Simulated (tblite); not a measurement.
Species: dichloromaleic anhydride, C4Cl2O3.
Atom-mapped SMILES: `[O:1]=[C:2]1[O:3][C:4](=[O:5])[C:6]([Cl:7])=[C:8]1[Cl:9]`

Computed with GFN2-xTB (tblite), gas phase: Langevin dynamics at 200 K from the optimised GFN2-xTB geometry, time step 0.5 fs, friction 0.01 fs⁻¹, 2000 steps.

Start geometry:
```
atom  x, y, z in Å
O1      2.257   -1.125    0.006
C2      1.147   -0.710    0.002
O3      0.033   -1.511   -0.003
C4     -1.113   -0.757   -0.007
O5     -2.205   -1.218   -0.011
C6     -0.687    0.677   -0.006
Cl7    -1.806    1.936   -0.013
C8      0.662    0.705    0.001
Cl9     1.726    2.010    0.007
```

The statistics below take the 31 frames saved every 25 fs from 250 to 1000 fs; their kinetic temperature (all 3N coordinates) averages 205 K.

**Question.** How do the bond lengths spread?

**Answer.** 
```json
{"bond": "O1=C2", "start (Å)": "1.185", "mean (Å)": "1.185", "standard deviation (Å)": "0.012", "shortest (Å)": "1.164", "longest (Å)": "1.216"}
{"bond": "C2–O3", "start (Å)": "1.372", "mean (Å)": "1.373", "standard deviation (Å)": "0.023", "shortest (Å)": "1.330", "longest (Å)": "1.432"}
{"bond": "O3–C4", "start (Å)": "1.372", "mean (Å)": "1.373", "standard deviation (Å)": "0.022", "shortest (Å)": "1.328", "longest (Å)": "1.420"}
{"bond": "C4=O5", "start (Å)": "1.185", "mean (Å)": "1.186", "standard deviation (Å)": "0.012", "shortest (Å)": "1.165", "longest (Å)": "1.219"}
{"bond": "C4–C6", "start (Å)": "1.496", "mean (Å)": "1.496", "standard deviation (Å)": "0.032", "shortest (Å)": "1.429", "longest (Å)": "1.566"}
{"bond": "C6–Cl7", "start (Å)": "1.684", "mean (Å)": "1.688", "standard deviation (Å)": "0.027", "shortest (Å)": "1.603", "longest (Å)": "1.732"}
{"bond": "C6=C8", "start (Å)": "1.350", "mean (Å)": "1.349", "standard deviation (Å)": "0.016", "shortest (Å)": "1.323", "longest (Å)": "1.385"}
{"bond": "C8–Cl9", "start (Å)": "1.684", "mean (Å)": "1.686", "standard deviation (Å)": "0.024", "shortest (Å)": "1.633", "longest (Å)": "1.730"}
{"bond": "C2–C8", "start (Å)": "1.496", "mean (Å)": "1.504", "standard deviation (Å)": "0.037", "shortest (Å)": "1.424", "longest (Å)": "1.603"}
```

**Question.** Give the same statistics for bond angles, one of each kind among heavy atoms.

**Answer.** 
| angle | start (°) | mean (°) | standard deviation (°) | smallest (°) | largest (°) |
| --- | --- | --- | --- | --- | --- |
| O1–C2–O3 | 123.8 | 124.0 | 3.4 | 118.9 | 130.6 |
| O1–C2–C8 | 129.4 | 129.2 | 3.3 | 122.0 | 135.0 |
| O3–C2–C8 | 106.8 | 106.5 | 2.0 | 101.9 | 110.0 |
| C2–O3–C4 | 110.9 | 110.9 | 1.7 | 107.6 | 115.0 |
| C4–C6–Cl7 | 121.8 | 121.8 | 4.1 | 113.1 | 130.7 |
| C4–C6–C8 | 107.7 | 107.9 | 1.8 | 104.7 | 112.4 |
| Cl7–C6–C8 | 130.4 | 129.9 | 3.9 | 123.2 | 139.3 |

**Question.** How far does each atom move about its mean position (frames aligned on the start, all atoms weighted alike), and what rms force does it feel?

**Answer.** 
| atom | rms displacement (Å) | rms force (eV/Å) |
| --- | --- | --- |
| O1 | 0.10 | 1.15 |
| C2 | 0.05 | 1.61 |
| O3 | 0.10 | 1.05 |
| C4 | 0.05 | 1.29 |
| O5 | 0.11 | 1.10 |
| C6 | 0.07 | 1.20 |
| Cl7 | 0.12 | 0.74 |
| C8 | 0.09 | 1.42 |
| Cl9 | 0.11 | 0.65 |

The displacements run from 0.05 to 0.12 Å.

**Question.** How widely does the potential energy scatter, against a harmonic estimate?

**Answer.** Mean 0.21 eV above the start, standard deviation 0.061 eV, range 0.11 to 0.31 eV. For 21 classical harmonic modes at 200 K the canonical values are 21kT/2 = 0.18 eV and kT·√(21/2) = 0.056 eV.

The run is classical and short, so these are rough statistics of one trajectory.

What follows is the cost of the whole dynamics run. Hardware: an Intel Xeon Platinum 8488C with one thread, no GPU, shared host with 192 logical CPUs at a one-minute load of 102. Cost: 20 s of wall time, 0.18 GiB resident at most.
